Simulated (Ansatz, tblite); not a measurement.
Cost and result up the ladder for the cluster PbF3⁻ (the lowest singlet isomer of a short search) (4 atoms). Charge -1, multiplicity 1. Geometry: r2SCAN-D4/def2-TZVPD.

Cartesian coordinates in Å:
```
Pb -0.756 0.157 0.247
F -0.261 0.199 -1.815
F 0.152 -1.713 0.666
F 0.865 1.356 0.902
```

Ansatz on 4 threads of Arm Neoverse V1 on a shared host; xTB runs through tblite on one thread. Times are rough, summed over both states, and most runs start from the orbitals of an earlier one. PBE0-D4/def2-TZVPD serves as the yardstick here, not as an exact answer. The other state is a doublet.

In the def2 sets Pb takes a core potential; there is no spin–orbit coupling. The xTB rows come from tblite. The structure comes from a short search, and lower isomers may exist.

Raw xTB energies of ions are shifted by several eV.

| level | functions | vertical IE (eV) | difference from PBE0-D4/def2-TZVPD (eV) |
| --- | --- | --- | --- |
| GFN2-xTB | 16 | 9.22 | 4.01 |
| PBE-D4/def2-TZVPD | 176 | 4.87 | -0.34 |
| r2SCAN-D4/def2-TZVPD | 176 | 5.01 | -0.20 |
| PBE0-D4/def2-TZVPD | 176 | 5.21 | 0.00 |
| GFN1-xTB | 16 | 9.28 | 4.06 |

(1) Estimate how long each takes.

Results:

(1) GFN2-xTB 0.003 s; GFN1-xTB 0.004 s; PBE-D4/def2-TZVPD 3.2 s; PBE0-D4/def2-TZVPD 5.1 s; r2SCAN-D4/def2-TZVPD 6.4 s. On shared hardware such times vary by a factor of up to 3.
